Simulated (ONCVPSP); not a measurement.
**Transferability test, ONCV potential for Al (Z = 13)**

| Quantity | Value |
| --- | --- |
| Element | aluminium (Al) |
| Generator | ONCVPSP 4.0.1 |
| Type | optimised norm-conserving Vanderbilt (ONCV) |
| Functional | PBE |
| Relativity | scalar-relativistic |
| Frozen core | [Ne] |
| Valence charge | 3 |
| Reference configuration | 3s2 3p1 |
| Partial waves | 3s: rc 1.70 bohr, ncon 5, nbas 9, qcut 3 1/bohr, 2 projectors, debl 1.7 Ha; 3p: rc 2.20 bohr, ncon 4, nbas 7, qcut 4.1 1/bohr, 2 projectors, debl 0.7 Ha |
| Local potential | polynomial inside 1.35 bohr (lpopt 5, dvloc0 2 Ha) |
| Core correction | Teter function, fcfact 3.25, rcfact 1.7 |

Energies are relative to the spin-unpolarised reference configuration 3s2 3p1; without spin polarisation the order of configurations can differ from experiment.

| valence configuration | charge | ΔE all-electron (eV) | error AE − PS (meV) |
| --- | --- | --- | --- |
| 3s2 3p0 | +1 | 5.761 | -6.7 |
| 3s1 3p0 | +2 | 24.987 | -96 |
| 3s2 3p0.5 | +0.5 | 2.086 | -0.7 |
| 3s0 3p3 | 0 | 10.451 | -31 |

Note: no bound ghost flagged; GHOST(+) flagged for s at 118.3 eV.
